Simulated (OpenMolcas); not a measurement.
An OpenMolcas run meant for Pd⁶⁺ (ANO-R2, X2C; inactive shells 1s 2s 2p 3s 3p 3d 4s 4p; intended active space 4 electrons in 5 orbitals (4d)). One step of its input:

```
&CASPT2
Multistate=5 1 2 3 4 5
Frozen=8 6
IPEA=0.25
Shift=2.0
MaxIter=60
WThr=0.0 0.3 0.05
PrWF=0.5
NoMix
```

The run finished. Its levels beside those of a sound run (SS-CASPT2, IPEA 0.25 Eh, imaginary shift 0.1 Eh (closed shells correlated: 4s 4p)), in cm⁻¹ above each run's lowest level:

```csv
Level,This run,Usual run
4d⁴ ⁵D₀,0.0,0.0
4d⁴ ⁵D₁,953,963
4d⁴ ⁵D₂,2399,2415
4d⁴ ⁵D₃,4077,4093
4d⁴ ⁵D₄,5878,5890
4d⁴ ³P₀(1),20325,19991
4d⁴ ³H₄ [72 %],22233,22044
4d⁴ ³P₁(1),24450,24123
4d⁴ ³H₅,24431,24266
4d⁴ ³F₂(1),26141,25847
4d⁴ ³H₆,26016,25863
4d⁴ ³F₄(1) [57 %],27189,26940
4d⁴ ³P₂(1),29412,29061
4d⁴ ³G₄ [63 %],30517,30227
```

**Question.** Which setting is unsound, and how much does it matter here?

**Answer.** The level shift is far above the usual 0.1 to 0.3 hartree and damps the second-order energy. Against the sound run the excited levels shown move by 190 cm-1 on average and by 350 cm-1 at most.

CASPT2 breaks the degeneracy within a term, and the mean is taken; among the terms shown or strongly mixed into the levels shown the widest spread is 350 cm-1 (4d⁴ ¹G(1), the sound run). Only configurations of the active space appear.

A share in square brackets marks a mixed level and gives the weight of the term that names it, the lowest over the columns. A number in round brackets counts repeated terms of one configuration in the order of the reference energies.
